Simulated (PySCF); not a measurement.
# Correlation energy of Ne⁺ (neon, charge +1)

[He] 2s2 2p4 3d1, one real determinant (an excited configuration). All numbers are calculated (PySCF 2.14, no relativity, point nucleus, in aug-cc-pVQZ (6s5p4d3f2g, 80 functions)). Frozen: 1s2; 7 electrons correlated.

MP2 pair energies summed by pair of shells (mhartree):

```
 pair  energy  share (%)
2s-2p  -74.82       43.4
2p-2p  -74.21       43.0
2s-2s  -11.32        6.6
2p-3d   -7.37        4.3
2s-3d   -4.75        2.8
```

Total MP2 correlation energy: -172.48 mhartree.

Same-spin part -43.58 and opposite-spin part -128.90 mhartree; SCS-MP2 scales them by 1/3 and 6/5 to -169.21 mhartree.

The reference is one real determinant that mixes LS terms of this configuration.
